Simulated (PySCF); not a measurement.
A calculated (B3LYP, PySCF 2.14, cc-pVTZ-DK, the spin-free X2C one-electron Hamiltonian (Gaussian nucleus)) atom or ion has these occupied shells.

```csv
shell,electrons,orbital energy (eV),"rms radius, mean of both spins (bohr)"
1s α,1,-7628.9,0.0648
1s β,1,-7628.9,0.0648
2s α,1,-915.01,0.277
2s β,1,-913.92,0.277
2p α,3,-783.78,0.249
2p β,3,-782.86,0.249
3s α,1,-111.34,0.837
3s β,1,-108.69,0.837
3p α,3,-73.672,0.897
3p β,3,-70.865,0.897
3d α,5,-14.798,1.32
3d β,3,-13.304,1.32
```

(1) Name the element and its charge.

## Answers

(1) Co⁺ (cobalt, charge +1), in [Ar] 3d8, high-spin 3F determinant.
